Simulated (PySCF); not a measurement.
# One molecule, several mistakes: BCGeH8N

All numbers below are calculated, not measured. They come from PySCF 2.14.0, an open-source quantum chemistry program, on an isolated molecule that a program drew, which may never have been made. The molecule is BCGeH8N (charge 0, singlet), drawn as the SMILES string `B[CH](N)[GeH3]`.

Each row is a Hartree-Fock (HF) and frozen-core CCSD(T) single point in the cc-pVDZ basis, meant for a local HF minimum. Run 1 is clean. Each other run has one planted mistake out of seven kinds, and not every kind appears here: one electron removed, one electron added, multiplicity raised by two, geometry at a saddle point, minimal basis STO-3G, one bond length entered in bohr, all coordinates scaled. The reference is restricted for singlets and unrestricted otherwise, and also for a bond in bohr. Adding or removing an electron swaps singlet and doublet. Electrons count all cores. HOMO and LUMO are orbital energies over both spins, the gradient is its largest component, and the lowest frequency (negative if imaginary) is given only where the gradient is small. Bond lengths are over the 11 bonds as drawn. T1 is the CCSD diagnostic: over 0.02 (restricted) or 0.045 (unrestricted) a single reference is doubtful. Germanium has the cc-pVDZ-PP basis, with a core potential (ECP10MDF) in place of its 10 inner electrons, and its 3s, 3p and 3d shells are frozen in CCSD(T).

Geometry of the clean run:
```xyz
12
BCGeH8N, angstrom
B    -1.4161   -1.0665   -1.1885
C    -0.7664    0.3031   -0.8474
N     0.2520    0.8881   -1.7341
Ge    0.1303    0.1330    0.9442
H    -0.9196   -1.8013   -2.0033
H    -2.3894   -1.4381   -0.5896
H    -1.5224    1.0625   -0.6226
H    -0.1874    1.2646   -2.5579
H     0.8693    0.1648   -2.0650
H     0.4881    1.5429    1.4118
H    -0.7664   -0.5415    1.9908
H     1.4142   -0.6921    0.7876
```

| run | electrons | basis functions | <S^2> | HOMO (eV) | LUMO (eV) | gradient (hartree/bohr) | lowest frequency (cm^-1) | mean bond (Å) | longest bond (Å) | T1 | HF (hartree) | CCSD(T) (hartree) | mistake |
|---|---|---|---|---|---|---|---|---|---|---|---|---|---|
| 1 | 58 | 105 | 0.000 | -9.83 | 2.21 | 1.0e-05 | 122 | 1.3770 | 2.011 | 0.0107 | -414.99966 | -415.57609 | no fault |
| 2 | 58 | 105 | 0.838 | -10.00 | 2.05 | 1.7e-02 | - | 1.4584 | 2.011 | 0.0478 | -414.88045 | -415.44387 | one bond length entered in bohr |
| 3 | 59 | 105 | 0.764 | 0.39 | 8.61 | 2.3e-02 | - | 1.3770 | 2.011 | 0.0120 | -414.95022 | -415.54795 | one electron added |
| 4 | 57 | 105 | 0.764 | -17.00 | -5.85 | 6.6e-02 | - | 1.3770 | 2.011 | 0.0341 | -414.70877 | -415.25793 | ? |
| 5 | 58 | 105 | 2.032 | -5.00 | -1.05 | 8.3e-02 | - | 1.3770 | 2.011 | 0.0263 | -414.84730 | -415.42884 | ? |

**Which mistake was planted in run 4, and what did it cost?**

It counts 57 electrons, one fewer than the clean run, at the same geometry and basis. So the mistake is: one electron removed. Subtracting run 1 and multiplying by 627.51 kcal/mol a hartree, the energy moved by 182.5 kcal/mol in HF and 199.6 kcal/mol in CCSD(T).

**Which mistake was planted in run 5, and what did it cost?**

Electrons, basis and geometry are unchanged, and <S^2> is 2.032, beside S(S+1) = 2.00 for a multiplicity of 3. So the mistake is: multiplicity raised by two. Subtracting run 1 and multiplying by 627.51 kcal/mol a hartree, the energy moved by 95.6 kcal/mol in HF and 92.4 kcal/mol in CCSD(T).

Cautions from the logs. Run 2: T1 is over the limit, so its CCSD(T) energy is less reliable; run 3: the HOMO is above zero, so the electron isn't bound and the energy depends on the basis.
